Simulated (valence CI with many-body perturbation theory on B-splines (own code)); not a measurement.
# Ladder of approximations for Zr XXXIV

Calculated by valence CI with perturbative core correlation (CI+MBPT): five valence electrons over a frozen Dirac-Fock core [He], radial functions for each j: 9 s, 9 p, 8 d, 6 f, 3 g, 1 h, with the one-electron correlation potential Σ1, the two-electron term Σ2, the three-electron term Σ3, Breit, model QED; selected CI, second order for the rest (own B-spline code, finite nucleus).

No measured spectrum was set against this ion. As an estimate, large intervals hold to a few tenths of a per cent, small ones and those within an open d or f shell to about a per cent. Among the levels kept, up to 1500 cm⁻¹ of a level comes from second order outside the variational space, and about a tenth of that is noise between levels of different J, which matters for small intervals.

Each rung adds one term. CI alone is the Dirac-Coulomb CI over the frozen core; QED comes last and gives the full result, which names the levels. Energies are above (2s^2 2p1/2^2 2p3/2) J=3/2 on the same rung, in eV.

Levels are named by their leading jj configuration (3d3/2^4 stands for four electrons in 3d with j = 3/2), which in mixed levels can hold well under half, so a name can repeat and another be missing. Letters in brackets count levels of one name in rising energy.

```tsv
Level	CI alone	+ Σ1	+ Σ2	+ Σ3	+ Breit	Full
(2s^2 2p1/2 2p3/2^2) J=3/2	79.5	79.6	79.5	79.5	78.0	78.2
(2s^2 2p1/2 2p3/2^2) J=5/2	95.9	95.9	95.9	95.9	92.9	93.1
(2s^2 2p1/2 2p3/2^2) J=1/2	113.7	113.7	113.8	113.7	112.5	112.6
(2s^2 2p3/2^3) J=3/2	193.8	193.9	194.0	194.0	190.5	190.8
(2s 2p1/2^2 2p3/2^2) J=5/2	225.6	225.4	225.2	225.2	224.7	222.8
(2s 2p1/2^2 2p3/2^2) J=1/2	266.6	266.5	266.3	266.2	266.7	264.9
(2s 2p1/2^2 2p3/2^2) J=3/2	267.8	267.6	267.4	267.3	266.9	265.1
(2s 2p1/2 2p3/2^3) J=3/2 [a]	324.9	324.7	324.5	324.4	323.2	321.6
(2s 2p1/2 2p3/2^3) J=5/2	346.8	346.7	346.5	346.4	343.8	342.1
(2s 2p1/2 2p3/2^3) J=1/2	367.5	367.3	367.1	366.9	365.7	364.0
(2s 2p1/2 2p3/2^3) J=3/2 [b]	380.2	380.1	379.7	379.5	377.4	375.7
(2s 2p3/2^4) J=1/2	464.7	464.7	464.4	464.2	461.3	459.9
(2p1/2^2 2p3/2^3) J=3/2	541.2	540.9	540.3	540.0	540.3	536.6
(2p1/2 2p3/2^4) J=1/2	633.9	633.6	633.0	632.8	631.3	627.8
(2s^2 2p1/2^2 3s) J=1/2	2382.5	2382.7	2382.8	2382.7	2381.2	2381.7
(2s^2 2p1/2^2 3p1/2) J=1/2	2426.5	2426.7	2426.8	2426.6	2425.8	2425.7
(2s^2 2p1/2^2 3p3/2) J=3/2	2458.8	2459.0	2459.1	2458.9	2457.5	2457.4
(2s^2 2p1/2 2p3/2 3s) J=3/2 [a]	2463.8	2464.1	2464.2	2464.1	2460.7	2461.3
(2s^2 2p1/2 2p3/2 3s) J=1/2	2469.1	2469.4	2469.4	2469.3	2465.9	2466.6
(2s^2 2p1/2 2p3/2 3s) J=5/2	2477.1	2477.4	2477.5	2477.3	2472.7	2473.4
(2s^2 2p1/2 2p3/2 3s) J=3/2 [b]	2480.9	2481.2	2481.2	2481.1	2476.7	2477.3
(2s^2 2p1/2^2 3d3/2) J=3/2	2505.2	2505.5	2505.6	2505.4	2503.9	2503.8
(2s^2 2p1/2 2p3/2 3p1/2) J=1/2	2507.5	2507.8	2507.8	2507.7	2505.0	2505.1
(2s^2 2p1/2 2p3/2 3p1/2) J=3/2 [a]	2512.4	2512.7	2512.7	2512.6	2509.5	2509.6
(2s^2 2p1/2^2 3d5/2) J=5/2	2518.7	2519.0	2519.1	2518.9	2516.9	2516.9
(2s^2 2p1/2 2p3/2 3p1/2) J=5/2	2522.2	2522.5	2522.6	2522.4	2518.2	2518.3
(2s^2 2p1/2 2p3/2 3p3/2) J=5/2 [a]	2535.4	2535.7	2535.7	2535.6	2532.2	2532.3
(2s^2 2p1/2 2p3/2 3p1/2) J=3/2 [b]	2536.7	2537.0	2536.9	2536.8	2533.4	2533.4
(2s^2 2p1/2 2p3/2 3p3/2) J=1/2 [a]	2538.7	2539.0	2539.0	2538.9	2535.2	2535.4
(2s^2 2p1/2 2p3/2 3p3/2) J=3/2 [a]	2543.6	2543.9	2543.9	2543.8	2540.0	2540.1
(2s^2 2p1/2 2p3/2 3p3/2) J=7/2	2549.3	2549.6	2549.6	2549.5	2544.6	2544.8
```

**Question.** How does the ionisation energy move along the ladder, and which term matters most?

**Answer.** CI alone 4297.9, + Σ1 4298.2, + Σ2 4298.3, + Σ3 4298.2, + Breit 4296.1, + QED 4296.1 eV. The largest step is Breit, -2.0 eV. NIST lists 4300 ± 30 eV (semi-empirical).
